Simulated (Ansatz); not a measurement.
`CN[Si](F)(Cl)OC` + `C[N](C)[In]([OH])[O][SiH3]` → `C[O][In]([O][SiH3])[N](C)C` + `CO[Si](N)(F)Cl`  (substitution at a C–N bond)

Isolated molecules relaxed with PBE0-D4/def2-TZVP in Ansatz; ΔE leaves out vibrations. CCSD(T)/CBS adds triple-zeta CCSD(T) − MP2 to the extrapolated MP2 energy (def2 sets, frozen cores). DFT in def2-TZVPP. Elements past krypton have def2 core potentials. For In outer-core shells are correlated without core-valence functions, which leaves a few kJ/mol of doubt a bond. Each species was taken in one conformer, which may not be the lowest.

```
                     species  PBE-D4 energy (Eh)
           `CN[Si](F)(Cl)OC`         -1059.60817
`C[N](C)[In]([OH])[O][SiH3]`          -766.76662
`C[O][In]([O][SiH3])[N](C)C`          -806.01789
            `CO[Si](N)(F)Cl`         -1020.34881
```

Problem. Work out ΔE.

Solution. ΔE = (-806.01789) + (-1020.34881) − (-1059.60817) − (-766.76662) = 0.00809 Eh = +21.2 kJ/mol. CCSD(T)/CBS gives +21.9 kJ/mol.

Largest T1 diagnostic among the species: 0.015.

In def2-TZVPP, CCSD(T) changes the Hartree–Fock value by +8.2 kJ/mol (the triples alone add +0.6 kJ/mol) and MP2 by +11.2 kJ/mol.
